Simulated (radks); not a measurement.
Trend from K4+ to Kr4+: ionisation energy by Delta-SCF between NIST ground configurations, and size. Method: scalar-relativistic Kohn-Sham, PBE, spin-polarised, spherical densities, finite nucleus; open shells are filled with parallel spins first; Fermi nuclear charge, rms radius of each element as measured or else 0.836 A^(1/3) + 0.57 fm; computed with a radial shooting solver on a logarithmic mesh with Libxc functionals.

species	configuration	IE (eV)	NIST (eV)	kind	-e(HOMO) (eV)	r at 0.001 e/bohr^3 (bohr)
K4+	[Ne] 3s2 3p3	81.980	82.7	semi-emp.	73.383 (3p)	2.71
Ca4+	[Ne] 3s2 3p4	84.073	84.3	semi-emp.	75.577 (3p)	2.65
Sc4+	[Ne] 3s2 3p5	91.835	91.95	semi-emp.	82.569 (3p)	2.59
Ti4+	[Ar]	99.339	99.30	exp.	89.413 (3p)	2.52
V4+	[Ar] 3d1	65.531	65.282	exp.	55.755 (3d)	2.54
Cr4+	[Ar] 3d2	69.261	69.46	semi-emp.	59.074 (3d)	2.53
Mn4+	[Ar] 3d3	72.837	72.4	semi-emp.	62.255 (3d)	2.52
Fe4+	[Ar] 3d4	76.284	75.0	semi-emp.	65.321 (3d)	2.49
Co4+	[Ar] 3d5	79.621	79.5	semi-emp.	68.286 (3d)	2.47
Ni4+	[Ar] 3d6	76.482	76.1	semi-emp.	65.431 (3d)	2.45
Cu4+	[Ar] 3d7	80.220	80	semi-emp.	68.757 (3d)	2.43
Zn4+	[Ar] 3d8	83.807	83	semi-emp.	71.954 (3d)	2.41
Ga4+	[Ar] 3d9	87.270	86.0	semi-emp.	75.041 (3d)	2.38
Ge4+	[Ar] 3d10	90.626	90.50	exp.	78.036 (3d)	2.36
As4+	[Ar] 3d10 4s1	63.916	62.8	exp.	57.766 (4s)	2.83
Se4+	[Ar] 3d10 4s2	68.126	68.3	semi-emp.	61.723 (4s)	2.93
Br4+	[Ar] 3d10 4s2 4p1	59.112	59.60	exp.	52.974 (4p)	3.04
Kr4+	[Ar] 3d10 4s2 4p2	64.236	64.7	semi-emp.	57.609 (4p)	3.05

Reference values: NIST Atomic Spectra Database (exp. = measured, semi-emp. = semi-empirical, theory = theoretical value adopted there). Open shells are spherical and high-spin; term and fine-structure splittings are not resolved.
